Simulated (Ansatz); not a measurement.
Pb2Se3, relaxed as a singlet with RKS PBE-D4/def2-SVP in Ansatz, starting from the GFN1-xTB geometry. Force threshold 0.02 eV/Å.

In the def2 sets Pb takes a core potential; there is no spin–orbit coupling. The structure comes from a short search, and lower isomers may exist.

Start:

```xyz
5

Pb    0.4216    0.1373   -2.1772
Pb    0.3180    0.7622    1.6332
Se   -1.6472    0.4411   -0.3380
Se    2.1439    0.0327   -0.2725
Se   -1.2363   -1.3734    1.1545
```

```
step   energy (eV)  largest force component (eV/Å)  SCF passes
   1  -206499.7060                           1.005          19
   2  -206499.7575                           0.679          28
   3  -206499.8454                           0.143          22
   4  -206499.8532                           0.358          27
   5  -206499.9032                           0.262          23
   6  -206500.0586                           0.479          27
   7  -206500.2533                           0.352          26
   8  -206500.2800                           0.496          26
   9  -206500.3125                           0.048          22
  10  -206500.3131                           0.019          22
```

Force components are those of the run's own axes.

End:

Cartesian coordinates in Å:
```
Pb 0.266 -0.522 -1.750
Pb 0.459 0.664 1.659
Se -1.801 0.819 -0.183
Se 2.342 0.460 -0.292
Se -1.266 -1.421 0.565
```

Bonds formed: Pb1–Se5 (atoms count from 1). The end is the same structure that another start reached, the lowest one found.

No frequencies were taken in this run, so the end may be a saddle point.

It took 18 s on 4 threads of Arm Neoverse V1 on a shared host.
